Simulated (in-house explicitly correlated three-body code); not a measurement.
Values are calculated unless marked as measured or tabulated.
**Two electrons around a charge Z: functional-driven and density-driven errors**

The exact non-relativistic ground state comes from a variational code in 260 exponentially correlated functions, the Kohn-Sham parts from inverting its density (past Z = 6 the correlation energy is taken as exact minus Hartree-Fock, equal to within microhartrees), and self-consistent runs (Hartree-Fock is restricted) from a B-spline radial code. Z may be fractional; the second electron is bound down to Z = 0.911.

The total error of a self-consistent run is the error on the exact density (functional-driven) plus the energy gained by relaxing to the functional's own density (density-driven, never positive). «Unbound» marks a run whose level isn't bound or that didn't converge.

```csv
Z,RPBE functional (mEh),RPBE density (mEh),SCAN functional (mEh),SCAN density (mEh),BP86 functional (mEh),BP86 density (mEh)
0.915,-6.39,unbound,+2.26,unbound,-10.37,unbound
1.075,-6.67,unbound,+0.37,unbound,-10.13,unbound
1.23,-6.78,-0.84,-0.15,-0.15,-8.89,-0.46
1.42,-6.72,-0.89,-0.48,-0.18,-7.12,-0.55
1.56,?,?,?,?,?,?
1.86,-6.19,-1.03,-0.89,-0.24,-3.10,-0.65
2,-5.95,-1.06,-0.98,-0.25,-1.95,-0.66
2.42,-5.13,-1.14,-1.19,-0.28,+1.06,-0.70
2.7,?,?,?,?,?,?
3.14,-3.51,-1.24,-1.46,-0.30,+4.78,-0.73
3.5,-2.64,-1.27,-1.56,-0.30,+6.09,-0.75
4,-1.40,-1.31,-1.68,-0.30,+7.46,-0.77
```

What belongs in the row Z = 1.56?

RPBE functional (mEh): -6.59; RPBE density (mEh): -0.94; SCAN functional (mEh): -0.64; SCAN density (mEh): -0.20; BP86 functional (mEh): -5.79; BP86 density (mEh): -0.59.

What belongs in the row Z = 2.7?

RPBE functional (mEh): -4.53; RPBE density (mEh): -1.18; SCAN functional (mEh): -1.31; SCAN density (mEh): -0.29; BP86 functional (mEh): +2.70; BP86 density (mEh): -0.71.

Which part of the error is larger?

RPBE: functional-driven -1.40, density-driven -1.31 mEh at Z = 4; SCAN: functional-driven -1.68, density-driven -0.30 mEh at Z = 4; BP86: functional-driven +7.46, density-driven -0.77 mEh at Z = 4. The density-driven part is second order in the error of the density, so it stays small unless the second electron is loosely bound.
